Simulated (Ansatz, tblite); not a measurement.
Forces on Ti₂N₂ at its r2SCAN-D4/def2-SVP geometry. Total charge 0; singlet.

The xTB rows come from tblite. B3LYP takes the VWN-RPA correlation. The restricted singlet is unstable towards broken spin symmetry at other levels; at B3LYP-D4/def2-TZVP this wasn't settled. The order of the spin states hangs on the level: the triplet lies 0.45 eV below the singlet at PBE0-D4/def2-TZVP, but 0.09 eV above it at GFN1-xTB. The structure comes from a short search, and lower isomers may exist.

GFN1-xTB (tblite), largest force 2.49 eV/Å:

```xyz
4
positions Å, forces eV/Å
Ti   -0.534    0.619   -0.951   -1.031    1.201   -1.848
Ti    0.526   -0.619    0.955    1.025   -1.201    1.851
N     0.315    1.081    0.527    0.625    2.165    1.058
N    -0.306   -1.081   -0.532   -0.619   -2.165   -1.062
```

GFN2-xTB (tblite), largest force 3.32 eV/Å:

```
Ti -1.426 1.639 -2.511
Ti 1.381 -1.638 2.536
N 0.785 2.652 1.286
N -0.740 -2.653 -1.311
```

B3LYP-D4/def2-TZVP (Ansatz), largest force 0.33 eV/Å:

```
Ti -0.135 0.162 -0.251
Ti 0.142 -0.162 0.247
N 0.043 0.162 0.081
N -0.050 -0.162 -0.077
```
